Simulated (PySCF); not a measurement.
## Excitation energy of F⁺ by level of theory

F⁺ [He] 2s2 2p4 (3P) → F⁺ [He] 2s2 2p3 3s1 (5S), as a difference of total energies. All numbers are calculated (PySCF 2.14, no relativity, point nucleus, in dyall-av2z). Correlated levels: valence: 1s2 frozen; virtual orbitals above 40 to 60 times the deepest correlated orbital energy dropped. The calculations carry no spin-orbit coupling.

```tsv
method	excitation energy (eV)	error (eV)
UHF	20.696	-1.166
LDA	22.027	+0.165
PBE	22.170	+0.308
PBE0	22.095	+0.233
r2SCAN	22.171	+0.309
M06-L	22.839	+0.977
BHandHLYP	22.177	+0.315
wB97X	22.543	+0.681
MN15	22.637	+0.775
MP2 (valence)	21.444	-0.418
SCS-MP2 (valence)	21.563	-0.299
```

Reference: 21.862 eV (measured; NIST levels, between the centres of gravity of the two terms).

Errors of the correlated levels include the incompleteness of this basis and the frozen core.
